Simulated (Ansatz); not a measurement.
Reaction (substitution at a C–B bond): `CNB(S)C=O` + `OCS` → `O=COCS` + `CNBS`

Program: Ansatz. Geometries: PBE0-D4/def2-TZVP. ΔE: electronic, gas phase. CCSD(T)/CBS adds triple-zeta CCSD(T) − MP2 to the extrapolated MP2 energy (def2 sets, frozen cores). Functionals use def2-TZVPP. B3LYP here is the variant with VWN-RPA as its local correlation; programs differ in this. Each species was taken in one conformer, which may not be the lowest.

```
             level  ΔE (kJ/mol)
            r2SCAN        -47.3
              PBE0        -44.6
             B3LYP        -46.4
CCSD(T)/def2-TZVPP        -40.6
```

Task: What does CCSD(T)/CBS give? (Estimate.)

Result: Ansatz gave: -35.7 kJ/mol. The listed levels differ from it by -11.6, -8.9, -10.7, -4.9 kJ/mol.

Largest T1 diagnostic among the species: 0.015.

In def2-TZVPP, CCSD(T) changes the Hartree–Fock value by +17.1 kJ/mol (the triples alone add +0.3 kJ/mol) and MP2 by +16.3 kJ/mol. The D4 term adds +4.9 kJ/mol with B3LYP and +2.6 kJ/mol with PBE0; it sums over pairs of atoms, weighted by their polarisabilities, and B3LYP, whose exchange is more repulsive, gets the larger term.
